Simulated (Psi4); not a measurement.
H2SSeTe (SMILES S[Te][SeH]), singlet, at a GFN2-xTB geometry (core potentials on Te); CAM-B3LYP/def2-TZVP in Psi4.

The Psi4 input:
```
memory 2 GB

molecule mol {
0 1
  Te   -0.540579   -0.097514    0.666493
  S    -1.886581   -0.216891   -1.310439
  H    -2.077569    1.084410   -1.494655
  Se    1.722932    0.171608   -0.347903
  H     1.793291    1.621928   -0.367231
}

set basis def2-tzvp
set reference rks

energy('cam-b3lyp')
print_variables()
```

What the program printed (banner, timings and long lists left out):

```
   => Loading Basis Set <=

    Name: DEF2-TZVP
    Role: ORBITAL
    Keyword: BASIS

    !!!  WARNING: ECP capability is in beta. Please check occupations closely.  !!!

         ---------------------------------------------------------
                                   SCF
               by Justin Turney, Rob Parrish, Andy Simmonett
                          and Daniel G. A. Smith
                              RKS Reference
         ---------------------------------------------------------

  ==> Geometry <==

    Molecular point group: c1
    Full point group: C1

    Geometry (in Angstrom), charge = 0, multiplicity = 1:

       Center              X                  Y                   Z               Mass
    ------------   -----------------  -----------------  -----------------  -----------------
         TE          -0.568722797011    -0.084551881131     0.604951400093   129.906222748000
         S           -1.914724797011    -0.203928881131    -1.371980599907    31.972071174400
         H           -2.105712797011     1.097372118869    -1.556196599907     1.007825032230
         SE           1.694788202989     0.184570118869    -0.409444599907    79.916521800000
         H            1.765147202989     1.634890118869    -0.428772599907     1.007825032230

  Running in c1 symmetry.

  Rotational constants: A =      0.13284  B =      0.04154  C =      0.03209 [cm^-1]
  Rotational constants: A =   3982.31282  B =   1245.31346  C =    962.05467 [MHz]
  Nuclear repulsion =  368.396349583527297

  Charge       = 0
  Multiplicity = 1
  Electrons    = 76
  Nalpha       = 38
  Nbeta        = 38

  ==> Algorithm <==

  SCF Algorithm Type is DF.
  DIIS enabled.
  MOM disabled.
  Fractional occupation disabled.
  Guess Type is SAD.
  Energy threshold   = 1.00e-06
  Density threshold  = 1.00e-06
  Integral threshold = 1.00e-12

  ==> Primary Basis <==

  Basis Set: DEF2-TZVP
    Blend: DEF2-TZVP
    Number of shells: 53
    Number of basis functions: 147
    Number of Cartesian functions: 168
    Spherical Harmonics?: true
    Max angular momentum: 3

  Core potential: DEF2-TZVP
    Number of shells: 4
    Number of ECP primitives: 18
    Number of ECP core electrons: 28
    Max angular momentum: 3

  ==> DFT Potential <==

   => LibXC <=

    Version 7.1.2
    S. Lehtola, C. Steigemann, M. J. T. Oliveira, and M. A. L. Marques,  SoftwareX 7, 1–5 (2018) (10.1016/j.softx.2017.11.002)

   => Composite Functional: CAM-B3LYP <=

    CAM-B3LYP Hyb-GGA Exchange-Correlation Functional

    T. Yanai, D. P. Tew, and N. C. Handy,  Chem. Phys. Lett. 393, 51 (2004) (10.1016/j.cplett.2004.06.011)

    Deriv               =              1
    GGA                 =           TRUE
    Meta                =          FALSE

    Exchange Hybrid     =           TRUE
    MP2 Hybrid          =          FALSE

   => Exchange Functionals <=

    0.3500         Becke 88 [omega = 0.3300]
    0.4600   Short-range recipe for B88 functional - erf [omega = 0.3300]

   => Exact (HF) Exchange <=

    0.4600            HF,LR [omega = 0.3300]
    0.1900               HF

   => Correlation Functionals <=

    0.1900   Vosko, Wilk & Nusair (VWN5)
    0.8100   Lee, Yang & Parr

   => LibXC Density Thresholds  <==

    XC_HYB_GGA_XC_CAM_B3LYP:  1.00E-14

   => Molecular Quadrature <=

    Radial Scheme          =       TREUTLER
    Pruning Scheme         =           NONE
    Nuclear Scheme         =       TREUTLER

    Blocking Scheme        =         OCTREE
    BS radius alpha        =              1
    Pruning alpha          =              1
    Radial Points          =             75
    Spherical Points       =            302
    Total Points           =         107463
    Total Blocks           =            860
    Max Points             =            256
    Max Functions          =            138
    Weights Tolerance      =       1.00E-15

   => Loading Basis Set <=

    Name: (DEF2-TZVP AUX)
    Role: JKFIT
    Keyword: DF_BASIS_SCF

  ==> Integral Setup <==
[...]

  ==> MemDFJK: Density-Fitted J/K Matrices <==

    J tasked:                   Yes
    K tasked:                   Yes
    wK tasked:                  Yes
    Omega:                3.300E-01
    Algorithm:                 Core
    Schwarz Cutoff:           1E-12
    Mask sparsity (%):       4.7017
    Fitting Condition:        1E-10

   => Auxiliary Basis Set <=

  Basis Set: (DEF2-TZVP AUX)
    Blend: DEF2-UNIVERSAL-JKFIT
    Number of shells: 156
    Number of basis functions: 648
    Number of Cartesian functions: 875
    Spherical Harmonics?: true
    Max angular momentum: 5

  Minimum eigenvalue in the overlap matrix is 3.8234510234E-03.
  Reciprocal condition number of the overlap matrix is 8.3895636378E-04.
    Using symmetric orthogonalization.

  ==> Pre-Iterations <==

  SCF Guess: Superposition of Atomic Densities via on-the-fly atomic UHF (no occupation information).

   -------------------------
    Irrep   Nso     Nmo
   -------------------------
     A        147     147
   -------------------------
    Total     147     147
   -------------------------

  ==> Iterations <==

                           Total Energy        Delta E     RMS |[F,P]|

   @DF-RKS iter SAD: -3064.73862037911658   -3.06474e+03   0.00000e+00
   @DF-RKS iter   1: -3068.12260409777309   -3.38398e+00   1.50388e-02 DIIS/ADIIS
   @DF-RKS iter   2: -3068.21788807947269   -9.52840e-02   1.53480e-02 DIIS/ADIIS
   @DF-RKS iter   3: -3069.14308784819605   -9.25200e-01   8.70233e-04 DIIS/ADIIS
   @DF-RKS iter   4: -3069.14648434519313   -3.39650e-03   5.80413e-04 DIIS/ADIIS
   @DF-RKS iter   5: -3069.14919535780064   -2.71101e-03   8.13467e-05 DIIS
   @DF-RKS iter   6: -3069.14926376627136   -6.84085e-05   2.43244e-05 DIIS
   @DF-RKS iter   7: -3069.14927738044571   -1.36142e-05   8.85795e-06 DIIS
   @DF-RKS iter   8: -3069.14927930108797   -1.92064e-06   2.45375e-06 DIIS
   @DF-RKS iter   9: -3069.14927949104322   -1.89955e-07   7.96015e-07 DIIS
  Energy and wave function converged.

  ==> Post-Iterations <==

   Electrons on quadrature grid:
      Ntotal   =   76.0000009583 ; deviation = 9.583e-07

    Orbital Energies [Eh]
    ---------------------

    Doubly Occupied:

[...]
    Virtual:

[...]
     147A    104.183556

    Final Occupation by Irrep:
              A
    DOCC [    38 ]
    NA   [    38 ]
    NB   [    38 ]

  @DF-RKS Final Energy: -3069.14927949104322

   => Energetics <=

    Nuclear Repulsion Energy =            368.3963495835272965
    One-Electron Energy =               -5097.1436836703005611
    Two-Electron Energy =                1763.1004805591444438
    DFT Exchange-Correlation Energy =    -103.5024259634142396
    Empirical Dispersion Energy =           0.0000000000000000
    VV10 Nonlocal Energy =                  0.0000000000000000
    Total Energy =                      -3069.1492794910432167

Computation Completed

Properties will be evaluated at   0.000000,   0.000000,   0.000000 [a0]

Properties computed using the SCF density matrix

 Multipole Moments:

 ------------------------------------------------------------------------------------
     Multipole            Electronic (a.u.)      Nuclear  (a.u.)        Total (a.u.)
 ------------------------------------------------------------------------------------

 L = 1.  Multiply by 2.5417464519 to convert [e a0] to [Debye]
 Dipole X            :        -24.5924109           24.5613174           -0.0310935
 Dipole Y            :         -6.4529067            7.0213512            0.5684445
 Dipole Z            :         44.3321554          -44.1042077            0.2279477
 Magnitude           :                                                    0.6132341

 ------------------------------------------------------------------------------------

  Variable Map:
  ----------------------------------------------------------------------------
[...]
  Array Variable Map:
  ----------------------------------------------------------------------------
[...]
[...]
```
